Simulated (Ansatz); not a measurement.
The same path of a periodic cell of 17 atoms, Si (host Si, host structure diamond, interstitial Si) was run twice with different band settings. Lost on the way: Si15–Si17. Made: Si4–Si17.

Level of theory: DFT LDA, scalar-relativistic, plane waves, PAW in Ansatz 0.2.0. Settings: PAW set soft_1, cutoff 420 eV, k mesh 2x2x2, gaussian smearing 0.02 eV, no spin polarisation.

Relaxed end points:

```xyz
17
Lattice="0.0000 5.4300 5.4300 5.4300 0.0000 5.4300 5.4300 5.4300 0.0000" Properties=species:S:1:pos:R:3
Si -0.002 -0.004 0.008
Si 1.359 1.358 1.327
Si 2.721 2.720 0.007
Si 4.074 4.073 1.359
Si 2.738 -0.020 2.696
Si 4.109 1.358 4.075
Si 5.427 2.723 2.713
Si 6.789 4.041 4.075
Si -0.018 2.735 2.697
Si 1.360 4.106 4.075
Si 2.723 5.425 2.714
Si 4.042 6.788 4.075
Si 2.738 2.736 5.454
Si 4.075 4.072 6.791
Si 5.411 5.410 5.455
Si 6.789 6.788 6.826
Si 6.791 6.788 4.077
```

```xyz
17
Lattice="0.0000 5.4300 5.4300 5.4300 0.0000 5.4300 5.4300 5.4300 0.0000" Properties=species:S:1:pos:R:3
Si -0.001 0.001 -0.013
Si 1.334 1.334 1.330
Si 2.716 2.716 -0.038
Si 4.096 4.096 1.330
Si 2.712 -0.034 2.710
Si 4.090 1.341 4.084
Si 5.465 2.719 2.709
Si 6.783 4.078 4.074
Si -0.035 2.713 2.710
Si 1.339 4.092 4.086
Si 2.718 5.466 2.710
Si 4.078 6.783 4.075
Si 2.715 2.716 5.459
Si 4.075 4.076 6.780
Si 5.430 5.430 5.430
Si 6.785 6.785 6.780
Si 8.144 8.146 2.702
```

Common settings: spring 5.0 eV/Å²; optimiser quadratic models (default); end points relaxed.

| run | movable images | climbing image | start path | force threshold | iteration limit |
| --- | --- | --- | --- | --- | --- |
| 1 | 5 | yes | straight line | 0.03 eV/Å | 70 |
| 2 | 2 | no | default | 0.05 eV/Å | 50 |

(1) What does each run give, and how far can it be trusted?

Answers

(1) Run 1: converged after 8 iterations, highest image 0.312 eV above the first end. By the program's own check the climbing image is of a kind that is not told: the force calls were inconclusive, a negative curvature could not be distinguished from the path's own, the only one lies far off the path, or fixed occupations may fill a level only in part (lowest curvatures found: -0.02 and 0.52 eV/Å²).
Run 2: converged after 6 iterations, highest image 0.292 eV above the first end. No image climbed, so the highest image needn't sit at the top of the path.
Limits of this set-up: coarse k mesh, PAW files made for another functional.
